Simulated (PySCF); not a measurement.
Gas-phase reaction: SnHCl3 + Cl = SnCl3 + HCl

Method: PySCF energies (xtb for GFN2) plus ideal-gas RRHO corrections (1 bar). † marks an energy on the PBE0/def2-TZVP geometry and frequencies; other levels use their own. MP2 and CCSD(T) freeze the core. Open shells (unrestricted): Cl (multiplicity 2, electronic degeneracy 6), SnCl3 (multiplicity 2); the rest are closed-shell singlets. GFN2 has no spin-polarisation term. Spin-orbit splitting is ignored; it lowers the true energy and changes the entropy of Cl. B3LYP is the form with VWN-RPA correlation. Sn: scalar-relativistic def2 core potential, no spin-orbit coupling. SnHCl3, SnCl3: computed as isolated molecules; such fragments, hydroxides, amides, oligomers or adducts are transient or little studied in the gas. MP2 isn't extrapolated to the basis-set limit; its ΔH°(298 K) is -117.7 kJ in def2-SVP and -137.2 kJ in def2-TZVPP. CCSD(T) isn't extrapolated to the basis-set limit. The harmonic model lacks anharmonicity and excited electronic states, which grow with temperature; levels with a mode under 35 cm⁻¹ are left out. Soft modes under 120 cm⁻¹ make the harmonic entropy rough for SnHCl3, SnCl3.

```tsv
level	ΔE electronic, kJ	ΔH°(298 K), kJ	ΔS°(298 K), J/K	ΔG°(2000 K), kJ
B3LYP/def2-TZVP†	-150	-150	24	-185
BLYP/def2-TZVP†	-166	-165	24	-200
CCSD(T)/def2-SVP†	-112	-112	24	-147
GFN2-xTB	-239	-236	26	-270
HF/def2-TZVP†	-81	-81	24	-116
MP2/def2-TZVPP†	-138	-137	24	-172
PBE0/def2-QZVP†	-151	-151	24	-186
PBE0/def2-SVP†	-145	-144	24	-179
LDA/def2-TZVP†	-185	-185	24	-220
ωB97M-V/def2-TZVP†	-141	-140	24	-175
ωB97X-V/def2-TZVP†	-130	-129	24	-164
```
ΔH° is lowest at GFN2-xTB and highest at HF/def2-TZVP†. No reference value is set beside these.
